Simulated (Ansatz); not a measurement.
H₆OSi₃, SMILES `[SiH3][SiH]1O[SiH2]1`, relaxed with RKS PBE0-D4/def2-TZVP in Ansatz 0.2.0 from a PBE-D4/def2-SVP geometry. The force threshold is 0.005 eV/Å; the program also tests the step.

The species carries charge 0 and has multiplicity 1.

Start:

```xyz
10

Si   -1.832    0.339   -0.601
Si    0.045   -0.807    0.211
O     1.495   -0.514   -0.734
Si    1.946    0.217    0.773
H    -2.291   -0.228   -1.920
H    -2.959    0.227    0.394
H    -1.474    1.790   -0.785
H    -0.183   -2.269    0.497
H     3.098   -0.459    1.461
H     2.155    1.703    0.702
```

Task: By how much does the energy fall, and how many steps does the optimiser take? (Best estimate.)

Result: The calculation gave: 7.17 kJ/mol, in 6 steps.

Task: Which bonds change most? (Estimate.)

Result: The calculation gave: Si2–O3 from 1.755 to 1.707 Å; O3–Si4 from 1.734 to 1.691 Å; Si2–Si4 from 2.230 to 2.197 Å; Si1–H6 from 1.508 to 1.488 Å.

Task: Give the relaxed structure. (An estimate is asked.)

Result: Ansatz gave: 
```xyz
10

Si   -1.827    0.339   -0.606
Si    0.058   -0.777    0.198
O     1.486   -0.497   -0.694
Si    1.935    0.209    0.775
H    -2.291   -0.241   -1.895
H    -2.918    0.213    0.398
H    -1.500    1.775   -0.803
H    -0.180   -2.221    0.474
H     3.066   -0.471    1.453
H     2.172    1.671    0.700
```
